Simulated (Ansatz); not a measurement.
Reaction (cleavage of the B–Al bond): `[CH3][Al]([SiH3])[BH]O` + `OCF` → `OBOCF` + `[CH3][AlH][SiH3]`

Calculated with Ansatz (gas phase, PBE0-D4/def2-TZVP geometries, no zero-point term in ΔE). CCSD(T)/CBS adds triple-zeta CCSD(T) − MP2 to the extrapolated MP2 energy (def2 sets, frozen cores). Functionals use def2-TZVPP. Each species was taken in one conformer, which may not be the lowest.

Problem. Is it downhill or uphill in electronic energy at CCSD(T)/CBS, and by how much? (Best estimate.)

Solution. The calculation gave: Downhill: ΔE = -1.76 eV.

Problem. What do these levels give: revPBE-D4, r2SCAN-D4, B97M-V, B2PLYP, PBE, LC-ωPBE? (Estimate.)

Solution. Ansatz gave: revPBE-D4 -1.63, r2SCAN-D4 -1.81, B97M-V -1.98, B2PLYP -1.85, PBE -1.64, LC-ωPBE -1.77 eV.

Largest T1 diagnostic among the species: 0.014.

From BLYP to BHLYP (50 % exact exchange), in def2-TZVPP and without D4, ΔE moves by −0.17 eV. At CCSD(T), def2-SVP lies −0.22 eV from the extrapolated value and def2-TZVPP −0.02 eV.
